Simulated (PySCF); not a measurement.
Job file and geometry (Å, from GFN2-xTB) of an NMR shielding run on SMILES C=C[CH+]CB(O)O, [C4H8BO2]+, GIAO PBE0/pcSseg-1 NMR shielding, non-relativistic, gas phase (PySCF 2.14.0, density-fitted response routines); density fitting, a coarse starting grid and PySCF grid level 2 are the driver's defaults:

```
$ OMP_NUM_THREADS=1 python probes_run.py task.json out

{"job": {"kind": "nmr", "xc": "PBE0", "basis": "pcSseg-1"}, "charge": 1, "multiplicity": 1}
C      2.661604     0.063515     0.638998
C      1.585178     0.309331    -0.131796
C      0.562681    -0.652321    -0.317491
C     -0.552493    -0.465740    -1.146621
B     -1.689235     0.159367     0.000125
O     -1.666858     1.473294     0.049738
O     -2.378144    -0.785474     0.597574
H      3.453391     0.786696     0.749406
H      2.785518    -0.873486     1.160779
H      1.490689     1.250794    -0.657171
H      0.640871    -1.576873     0.245679
H     -1.040854    -1.369628    -1.496159
H     -0.464313     0.318741    -1.892378
H     -2.282673     2.010700     0.552066
H     -3.109774    -0.640927     1.200855
```

**Question.** Write the output of this run.

**Answer.** 
```
coarse grid: 12568 points
cycle   1  E = -331.7335345292  dE =  1.232e+00  |g| = 8.356e-01  |ddm| = 3.347e+00
cycle   2  E = -331.6240752443  dE =  1.095e-01  |g| = 1.147e+00  |ddm| = 1.156e+00
cycle   3  E = -331.8568897458  dE = -2.328e-01  |g| = 6.355e-02  |ddm| = 6.930e-01
cycle   4  E = -331.8575274079  dE = -6.377e-04  |g| = 3.513e-02  |ddm| = 7.153e-02
cycle   5  E = -331.8578125865  dE = -2.852e-04  |g| = 1.411e-02  |ddm| = 3.654e-02
cycle   6  E = -331.8578652563  dE = -5.267e-05  |g| = 2.916e-03  |ddm| = 1.216e-02
cycle   7  E = -331.8578674087  dE = -2.152e-06  |g| = 6.649e-04  |ddm| = 2.677e-03
final grid: 121432 points
cycle   8  E = -331.9183148528  dE = -4.441e-05  |g| = 9.277e-03  |ddm| = 2.614e-02
cycle   9  E = -331.9183055232  dE =  9.330e-06  |g| = 1.196e-02  |ddm| = 1.261e-02
cycle  10  E = -331.9183327622  dE = -2.724e-05  |g| = 1.030e-03  |ddm| = 7.017e-03
cycle  11  E = -331.9183329820  dE = -2.198e-07  |g| = 1.973e-04  |ddm| = 7.762e-04
cycle  12  E = -331.9183329859  dE = -3.826e-09  |g| = 1.531e-04  |ddm| = 2.529e-04
cycle  13  E = -331.9183329924  dE = -6.493e-09  |g| = 1.697e-05  |ddm| = 1.325e-04
cycle  14  E = -331.9183329924  dE = -6.014e-11  |g| = 7.473e-06  |ddm| = 1.776e-05
converged SCF energy = -331.9183329924

GIAO shielding tensors (ppm)
atom      isotropic    diamagn.    paramagn.     s11        s22        s33       span
  0 C       -1.693     253.897    -255.589   -118.579    -48.999    162.500    281.080
  1 C       38.751     257.482    -218.731    -65.652     24.878    157.027    222.679
  2 C      -50.230     260.584    -310.814   -192.683   -105.629    147.622    340.305
  3 C      111.041     256.893    -145.852     52.267    108.957    171.899    119.632
  4 B       82.043     196.782    -114.738     51.863     80.444    113.823     61.960
  5 O      208.527     389.268    -180.741    116.688    244.599    264.294    147.606
  6 O      204.391     387.197    -182.806    112.517    233.916    266.741    154.225
  7 H       23.080      27.195      -4.115     18.952     23.660     26.628      7.676
  8 H       23.530      29.291      -5.762     18.448     24.448     27.693      9.245
  9 H       23.657      31.817      -8.161     20.413     22.628     27.929      7.515
 10 H       21.807      33.240     -11.433     14.805     23.075     27.542     12.737
 11 H       26.513      29.369      -2.856     24.830     25.094     29.615      4.785
 12 H       26.857      30.926      -4.069     25.064     25.647     29.861      4.797
 13 H       26.292      29.038      -2.746     20.069     20.703     38.104     18.036
 14 H       26.169      28.632      -2.463     20.135     20.484     37.887     17.752
```

Size and cost of the density-fitted run: 159 basis functions, 19 s wall time on 1 thread of an Arm Neoverse V1, shared host; peak memory 0.72 GiB.
